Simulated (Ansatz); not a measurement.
`C[O][AlH][O]C` and `C[O][AlH2]` differ in one atom or group.

Ansatz, PBE0-D4/def2-TZVP geometries, multiplicity 1. Each molecule was computed in one conformer, which needn't be the lowest.

```csv
property,`C[O][AlH][O]C`
LUMO energy (ωB97M-V/def2-TZVPP) / eV,1.47
HOMO–LUMO gap (PBE0/def2-TZVPP) / eV,7.93
LUMO energy (B3LYP/def2-TZVPP) / eV,-0.27
HOMO–LUMO gap (PBE/def2-TZVPP) / eV,5.60
HOMO–LUMO gap (ωB97M-V/def2-TZVPP) / eV,11.85
size of the dipole moment (B3LYP/def2-TZVPP) / D,1.92
```

(1) Give the same properties after the change, and the shifts. (Best estimate.)

## Answers

(1) The calculation gave: 
| property | `C[O][AlH2]` | shift |
| --- | --- | --- |
| LUMO energy (ωB97M-V/def2-TZVPP) / eV | 0.61 | -0.86 |
| HOMO–LUMO gap (PBE0/def2-TZVPP) / eV | 7.11 | -0.82 |
| LUMO energy (B3LYP/def2-TZVPP) / eV | -1.19 | -0.92 |
| HOMO–LUMO gap (PBE/def2-TZVPP) / eV | 4.89 | -0.71 |
| HOMO–LUMO gap (ωB97M-V/def2-TZVPP) / eV | 10.99 | -0.86 |
| size of the dipole moment (B3LYP/def2-TZVPP) / D | 0.93 | -0.99 |

With PBE0 the HOMO falls by 0.11 eV and the LUMO falls by 0.93 eV, so the gap narrows by about 0.82 eV. PBE moves the HOMO by -0.21 eV and ωB97M-V by 0.00 eV. Dipoles are sizes alone; their direction can turn.

B3LYP here is the variant with VWN-RPA as its local correlation; programs differ in this.
